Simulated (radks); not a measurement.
The tungsten ion W+, configuration [Xe] 4f14 5d4 6s1 (the NIST ground configuration). Method: scalar-relativistic Kohn-Sham, LDA (Slater exchange, Perdew-Wang correlation), spin-polarised, spherical densities, point nucleus; open shells are filled with parallel spins first (spin-orbit coupling, left out, can overturn this in heavy ions); computed with a radial shooting solver on a logarithmic mesh with Libxc functionals.

Normalised radial functions P(r) = r R(r), r in bohr:

```
   r/bohr * 5s down (the largest magnitude, 1.15, reaches the edge; | marks zero)
0.0009224                             |*
  0.00125                             | *
 0.001694                             | *
 0.002296                             |  *
 0.003112                             |  *
 0.004217                             |   *
 0.005715                             |   *
 0.007746                             |    *
   0.0105                             |   *
  0.01423                             |  *
  0.01928                             |*
  0.02613                           * |
  0.03542                        *    |
    0.048                      *      |
  0.06505                       *     |
  0.08887                             *
   0.1204                             |       *
   0.1632                             |         *
   0.2212                             |*
   0.2998                 *           |
   0.4063                *            |
   0.5507                             | *
   0.7463                             |                    *
    1.011                             |                          *
    1.371                             |                  *
    1.858                             |       *
    2.518                             | *
    3.412                             *
    4.625                             *
    6.268                             *
    8.495                             *
```

5s down: eigenvalue -85.722 eV, 4 radial nodes at r = 0.0218, 0.0872, 0.226, 0.531 bohr, <r> = 1.06 bohr, 90 % of the charge inside 1.53 bohr.
